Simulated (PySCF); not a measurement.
Estimate the missing entries of this data sheet.

Compound: C6H9FO.
Atom-mapped SMILES: `[CH3:1][CH2:2][O:3][C@@H:4]1[CH2:5]/[C:6]1=[CH:7]/[F:8]` (hydrogens: H9, H10, H11 on C1; H12, H13 on C2; H14 on C4; H15, H16 on C5; H17 on C7)

Conformer (atom-mapped SMILES and torsion angles): `[CH3:1][CH2:2][O:3][C@@H:4]1[CH2:5]/[C:6]1=[CH:7]/[F:8]`: C1–C2–O3–C4 179°, C2–O3–C4–C5 148°.

```json
{"property": "point group of the GFN2-xTB geometry", "level": "GFN2-xTB", "value": "C1"}
{"property": "rotational constants A, B, C of the GFN2-xTB geometry", "level": "GFN2-xTB", "value": "2.848, 1.333, 0.968 GHz"}
{"property": "dipole moment", "level": "B3LYP/def2-SVPD", "value": "?"}
{"property": "HOMO energy", "level": "B3LYP/def2-SVPD", "value": "-7.26 eV"}
{"property": "LUMO energy", "level": "B3LYP/def2-SVPD", "value": "-0.33 eV"}
{"property": "lowest singlet excitation", "level": "TDDFT B3LYP/def2-SVPD", "value": "5.88 eV (211 nm, f = 0.003)"}
{"property": "strongest line among the 8 lowest singlet transitions", "level": "TDDFT B3LYP/def2-SVPD", "value": "S5 at 7.12 eV (174 nm, f = 0.118)"}
{"property": "lowest triplet excitation (Tamm–Dancoff)", "level": "TDA B3LYP/def2-SVPD", "value": "?"}
{"property": "static isotropic polarisability", "level": "B3LYP/def2-SVPD", "value": "78.4 au"}
{"property": "electronic spatial extent ⟨r²⟩ about the centre of nuclear charge", "level": "B3LYP/def2-SVPD", "value": "?"}
```

Gas-phase values; electronic properties from PySCF, density fitting. One conformer (not necessarily the lowest) at the GFN2-xTB geometry, without solvent, vibrations or thermal averaging.

Question: The dipole moment?

Answer: 0.90 D.

Question: What is the lowest triplet excitation (Tamm–Dancoff)?

Answer: 4.38 eV.

Question: Give the electronic spatial extent ⟨r²⟩ about the centre of nuclear charge.

Answer: 1196 bohr².

The largest Löwdin shares of the LUMO are 0.28 on C7, 0.24 on C6, 0.08 on C4 and 0.08 on C5. The polarisability is 11.62 Å³ as a volume (1 au = 0.148185 Å³), or 1.26 au for each of the 62 electrons. With B = h/(8π²I), that is 505.379 GHz u Å² over I, the principal moments of inertia are 177.5, 379.2 and 521.9 u Å² (most abundant isotopes); the inertial defect Ic − Ia − Ib is -34.8 u Å² (zero for a rigid planar frame, negative otherwise).
